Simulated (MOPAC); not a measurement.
MOPAC input (PM7):

```
PM7 PRECISE GNORM=0.05 LET XYZ UHF MS=0.5 GEO-OK AUX(PRECISION=9) THREADS=1
H7OSi3

O     0.02888100 1    1.83339100 1   -0.77095300 1
Si   -0.16658900 1    0.54991000 1    0.27893500 1
Si    1.95201300 1   -0.37248700 1    0.65520800 1
Si   -1.79728700 1   -0.97875700 1   -0.44888100 1
H    -0.76222900 1    2.23761200 1   -1.13893000 1
H     1.76742000 1   -1.53096600 1    1.56378400 1
H     2.60644600 1   -0.84195700 1   -0.59306600 1
H     2.84066500 1    0.61689100 1    1.31006700 1
H    -3.08549400 1   -0.26586800 1   -0.64791300 1
H    -1.45458100 1   -1.65884400 1   -1.72607000 1
H    -1.97718900 1   -2.00532000 1    0.60608100 1
```

From the output:

```
                                                       MOPAC v23.2.5 Linux

          FINAL HEAT OF FORMATION =        -47.72147 KCAL/MOL =    -199.66664 KJ/MOL

          COSMO AREA              =        154.66 SQUARE ANGSTROMS
          COSMO VOLUME            =        154.81 CUBIC ANGSTROMS

          GRADIENT NORM           =          0.04790          =       0.01444 PER ATOM
          IONIZATION POTENTIAL    =          9.096084 EV
          ALPHA SOMO LUMO (EV)    =         -9.096  0.624
          BETA  SOMO LUMO (EV)    =        -10.649 -1.216
          NO. OF ALPHA ELECTRONS  =         13
          NO. OF BETA  ELECTRONS  =         12
          MOLECULAR WEIGHT        =        107.3112         POINT GROUP:  C1

          MOLECULAR DIMENSIONS (Angstroms)

            Atom       Atom       Distance
            H     9    H     8     5.90508
            H    11    H     5     4.58597
            H     7    H     9     2.20730

          SCF CALCULATIONS        =         53

   ATOM   CHEMICAL          X               Y               Z
  NUMBER   SYMBOL      (ANGSTROMS)     (ANGSTROMS)     (ANGSTROMS)

     1       O         -0.02305913  *   1.85307273  *  -0.56422846  *
     2      Si         -0.03124099  *   0.33475419  *  -0.12617031  *
     3      Si          1.87480529  *  -0.33086197  *   0.67716922  *
     4      Si         -1.77159238  *  -0.93806951  *  -0.39392924  *
     5       H         -0.71911610  *   2.38488242  *  -0.96649741  *
     6       H          1.71929214  *  -1.42221443  *   1.64364522  *
     7       H          2.77152170  *  -0.81612485  *  -0.37559426  *
     8       H          2.55587792  *   0.76506035  *   1.37238772  *
     9       H         -2.99606109  *  -0.13319228  *  -0.42735690  *
    10       H         -1.70816063  *  -1.68894300  *  -1.65121458  *
    11       H         -1.92392001  *  -1.91508789  *   0.68739781  *

                             CARTESIAN COORDINATES

   1    O       -0.023059127     1.853072729    -0.564228456
   2   Si       -0.031240989     0.334754185    -0.126170311
   3   Si        1.874805286    -0.330861974     0.677169220
   4   Si       -1.771592375    -0.938069513    -0.393929244
   5    H       -0.719116097     2.384882416    -0.966497407
   6    H        1.719292138    -1.422214430     1.643645223
   7    H        2.771521698    -0.816124848    -0.375594256
   8    H        2.555877922     0.765060348     1.372387723
   9    H       -2.996061090    -0.133192276    -0.427356898
  10    H       -1.708160634    -1.688943002    -1.651214576
  11    H       -1.923920011    -1.915087893     0.687397810

           Empirical Formula: H7 O Si3  =    11 atoms

      MOLECULAR POINT GROUP   :   C1

          ALPHA EIGENVALUES
 -30.38690 -20.90934 -18.49789 -17.81207 -14.19598 -14.07614 -12.87363 -12.72845
 -12.53348 -12.41136 -12.39098 -10.67735  -9.09608   0.62352   0.66142   2.38600
   2.44015   2.58443   2.62890   3.05846   5.82767   7.80282   8.56002  18.52574
  18.86743  19.19111  19.74608  20.10037  20.74606  20.86711  21.01470  21.22481
  21.57746  22.57700  23.19226  23.80777  23.97529  24.83727

           BETA EIGENVALUES
 -29.95173 -20.71472 -18.43553 -17.74538 -14.05048 -13.33696 -12.78338 -12.62319
 -12.44955 -12.37266 -12.28877 -10.64925  -1.21573   0.63479   0.70865   2.45003
   2.46819   2.65179   2.66597   3.35487   5.94652   7.81128   8.74503  18.74021
  18.92324  19.30654  19.82476  20.14079  20.79134  20.87058  21.03883  21.23232
  21.58100  22.71990  23.41496  23.88303  24.04164  24.90790

              NET ATOMIC CHARGES AND DIPOLE CONTRIBUTIONS

  ATOM NO.   TYPE          CHARGE      No. of ELECS.   s-Pop       p-Pop       d-Pop
    1          O          -0.632288        6.6323     1.68693     4.94536
    2         Si           0.119641        3.8804     0.84525     2.84479     0.19032
    3         Si          -0.019656        4.0197     0.90358     3.02251     0.09357
    4         Si          -0.034763        4.0348     0.90318     3.03736     0.09422
    5          H           0.386976        0.6130     0.61302
    6          H           0.026835        0.9732     0.97316
    7          H           0.029730        0.9703     0.97027
    8          H           0.039035        0.9610     0.96097
    9          H           0.027242        0.9728     0.97276
   10          H           0.027897        0.9721     0.97210
   11          H           0.029352        0.9706     0.97065
 DIPOLE           X         Y         Z       TOTAL
 POINT-CHG.    -0.961    -1.485     0.082     1.771
 HYBRID        -0.291     1.495    -0.528     1.612
 SUM           -1.252     0.011    -0.446     1.329

          ATOMIC ORBITAL ELECTRON POPULATIONS

     Atom    s        px        py        pz      x^2-y^2     xz        z^2       yz        xy
    1  O   1.68693   1.63009   1.53866   1.77661
    2 Si   0.84525   1.12132   0.66357   1.05991   0.05530   0.01443   0.02253   0.04369   0.05438
    3 Si   0.90358   0.99488   1.01553   1.01209   0.01598   0.02440   0.00625   0.03073   0.01620
    4 Si   0.90318   1.00368   1.01535   1.01833   0.01257   0.00436   0.02068   0.03208   0.02454
    5  H   0.61302
    6  H   0.97316
    7  H   0.97027
    8  H   0.96097
    9  H   0.97276
   10  H   0.97210
   11  H   0.97065

                    (SZ)    =    0.500000
                    (S**2)  =    0.752071

          ATOMIC ORBITAL SPIN POPULATIONS

    Atom   Total    s     px     py     pz   x^2-y^2  xz     z^2    yz     xy
         Atomic
    1  O  0.1131  0.007  0.012  0.009  0.085
    2 Si  0.9038  0.030  0.095  0.055  0.724 -0.000 -0.000 -0.000  0.001 -0.000
    3 Si -0.0300 -0.004 -0.018 -0.005 -0.010  0.001  0.004  0.001  0.000  0.001
    4 Si -0.0319 -0.004 -0.015 -0.010 -0.010  0.001  0.002  0.001  0.003  0.000
    5  H -0.0051 -0.005
    6  H  0.0041  0.004
    7  H  0.0149  0.015
    8  H  0.0049  0.005
    9  H  0.0038  0.004
   10  H  0.0164  0.016
   11  H  0.0061  0.006

 **********************
 *                    *
 * JOB ENDED NORMALLY *
 *                    *
 **********************

 == MOPAC DONE ==
```

The geometry given is a B3LYP-D3(BJ)/def2-TZVP minimum.
